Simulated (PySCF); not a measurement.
## Electronic absorption of C5H10O2Si

Species: C₅H₁₀O₂Si.
SMILES: `O=C(O)[SiH]1CCCC1`

Method: TDDFT wB97X-D/def2-SVPD, vertical, gas phase, core orbitals frozen in the response (PySCF 2.14.0, density-fitted response routines). Geometry: PBE0-D3(BJ)/def2-SVP, one conformer, isolated molecule.

| state | E (eV) | λ (nm) | f | main configurations (H = HOMO, L = LUMO) |
| --- | --- | --- | --- | --- |
| S1 | 5.01 | 247.5 | 0.0036 | H→L (90%) |
| S2 | 7.19 | 172.4 | 0.182 | H-1→L (87%) |
| S3 | 7.39 | 167.7 | 0.049 | H→L+1 (65%), H-4→L (12%) |
| S4 | 7.59 | 163.3 | 0.031 | H-2→L (84%) |
| S5 | 7.94 | 156.1 | 0.0011 | H-7→L (44%), H-8→L (15%), H-5→L (11%) |
| S6 | 8.00 | 154.9 | 0.036 | H→L+3 (24%), H-4→L (22%), H→L+2 (19%) |
| S7 | 8.09 | 153.2 | 0.028 | H-1→L+1 (58%), H-1→L+2 (15%) |
| S8 | 8.16 | 151.9 | 0.031 | H-4→L (42%), H→L+1 (16%), H→L+3 (14%) |
| S9 | 8.30 | 149.5 | 0.012 | H→L+4 (47%), H→L+5 (12%), H→L+7 (8%) |
| S10 | 8.43 | 147.1 | 0.021 | H→L+3 (32%), H→L+2 (28%) |

Triplets (Tamm–Dancoff): T1 4.38 eV, H→L (91%); T2 5.86 eV, H-4→L (79%), H-1→L (8%); T3 6.66 eV, H-1→L (85%), H-4→L (8%); T4 7.23 eV, H→L+1 (80%), H→L+2 (9%).

The lowest singlet comes at 248 nm (483 kJ/mol) in the ultraviolet; it is very weak; its leading configuration is HOMO→LUMO (90%). The strongest level in the table is S2 at 7.19 eV (172 nm, f = 0.182). Löwdin shares by element: HOMO oxygen 59%, carbon 14% or more, silicon 11% (atoms not listed hold the other 16%); LUMO oxygen 36%, carbon 34% or more, silicon 15% (atoms not listed hold the other 16%). The listed states span 3.42 eV, and the widest gap between neighbours is 2.18 eV (S1 to S2). The oscillator strengths of these states sum to 0.395; summed over the whole spectrum of an exact calculation they would give the number of electrons, 70 (Thomas–Reiche–Kuhn). Weighted by f, the mean energy of these states is 7.54 eV. The vertical ionisation energy (ΔSCF) is 9.79 eV, 1.36 eV above S10. Only the lowest 10 singlets were computed, as vertical energies without vibronic structure.

Hardware: an Arm Neoverse N1 with one thread (shared host). Cost: 6.5 min (with the writing of density and orbital grids), 1.3 GiB resident at most.
